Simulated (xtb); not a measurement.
H2Sb, SMILES [SbH2+] (connectivity only; charge and spin as stated), charge +1, multiplicity 1. All values are semi-empirical tight-binding results from xtb (GFN2-xTB unless named), good for trends rather than for accurate numbers. Geometry: GFN2-xTB.

Optimised geometry:

Bonds (Å): Sb1–H2 1.711, Sb1–H3 1.711. Angles (°): H2–Sb1–H3 89.6.
Charge +1, spin multiplicity 1.

For metal compounds this method's bond lengths and energies can be far off.

Computed properties:
The point group as xtb finds it is C2v. The orbital gap comes out as 2.08 eV and the zero-point energy comes out as 5.8 kcal/mol. The G − E(el) at 298.15 K (modified RRHO) is -8.1 kcal/mol.

Computed atomic charges:
charges (e) Sb1 0.70, H2 0.15, H3 0.15.
